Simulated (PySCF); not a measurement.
Compound: GeH9NSi2.
Cartesian coordinates in Å at the PBE0-D3(BJ)/def2-SVP level; atoms count from 1:
```
atom  x, y, z in Å
Si1    2.2713   -0.1936   -0.1021
Si2    0.6417    0.2485    1.5299
N3    -0.9599    0.2279    0.8519
Ge4   -1.4789    0.3982   -0.9027
H5     3.5964   -0.2396    0.5935
H6     2.3250    0.8814   -1.1411
H7     2.0420   -1.5069   -0.7798
H8     0.7566   -0.7853    2.6104
H9     1.0039    1.5582    2.1727
H10   -1.7226    0.2846    1.5220
H11   -1.7852    1.8632   -1.2851
H12   -0.3114   -0.1209   -1.7593
H13   -2.7429   -0.4538   -1.1220
```

Jobs on this species (13 atoms, 76 electrons) with PySCF (density fitting). Hardware of each: one thread of an Arm Neoverse V1, no GPU, on a shared host. Other jobs ran on the host; a repeat could differ by tens of per cent or more. Peak memory is the resident size of the whole Python process, interpreter and libraries included.

Question: Rank these jobs by wall time, shortest first.
A. PBE0-D3(BJ)/def2-SVP, grid level 1; geometry optimisation from a GFN2-xTB start shaken at random; 127 basis functions
B. delta-SCF UKS SCAN, pcX-1 on the ionised atom, pcseg-1 elsewhere, spin-free X2C; ΔSCF core ionisation, 5 holes; 144 basis functions
C. delta-SCF UKS PBE0, pcX-2 on the ionised atom, pcseg-1 elsewhere, spin-free X2C; ΔSCF core ionisation, 5 holes; 164 basis functions

Answer: B (28 s), C (46 s), A (2.2 min).

All jobs:

| level and settings | work | basis functions | SCF cycles | wall time | peak memory |
| --- | --- | --- | --- | --- | --- |
| delta-SCF UKS PBE, pcX-2 on the ionised atom, pcseg-1 elsewhere, spin-free X2C | ΔSCF core ionisation, 5 holes | 164 | 64 | 22 s | 0.52 GiB |
| delta-SCF UKS SCAN, pcX-1 on the ionised atom, pcseg-1 elsewhere, spin-free X2C | ΔSCF core ionisation, 5 holes | 144 | 62 | 28 s | 0.47 GiB |
| delta-SCF UKS HF, pcX-2 on the ionised atom, pcseg-1 elsewhere, spin-free X2C | ΔSCF core ionisation, 5 holes | 164 | 59 | 32 s | 0.62 GiB |
| delta-SCF UKS SCAN, def2-TZVP on the ionised atom, pcseg-1 elsewhere, spin-free X2C | ΔSCF core ionisation, 5 holes | 141 | 64 | 32 s | 0.45 GiB |
| delta-SCF UKS SCAN, pcX-2 on the ionised atom, pcseg-1 elsewhere, non-relativistic | ΔSCF core ionisation, 5 holes | 164 | 65 | 33 s | 0.52 GiB |
| delta-SCF UKS SCAN, pcX-2 on the ionised atom, pcseg-1 elsewhere, spin-free X2C | ΔSCF core ionisation, 5 holes | 164 | 64 | 33 s | 0.54 GiB |
| delta-SCF UKS PBE0, pcX-2 on the ionised atom, pcseg-1 elsewhere, spin-free X2C | ΔSCF core ionisation, 5 holes | 164 | 57 | 46 s | 0.67 GiB |
| delta-SCF UKS B3LYP, pcX-2 on the ionised atom, pcseg-1 elsewhere, spin-free X2C | ΔSCF core ionisation, 5 holes | 164 | 57 | 46 s | 0.70 GiB |
| PBE0-D3(BJ)/def2-SVP, grid level 1 | geometry optimisation from a GFN2-xTB start shaken at random | 127 | 103 | 2.2 min | 0.54 GiB |

Q: What do all jobs in the table cost together?

A: About 6.7 min; the longest takes about 33 % of that, and about 6 times as long as the shortest.
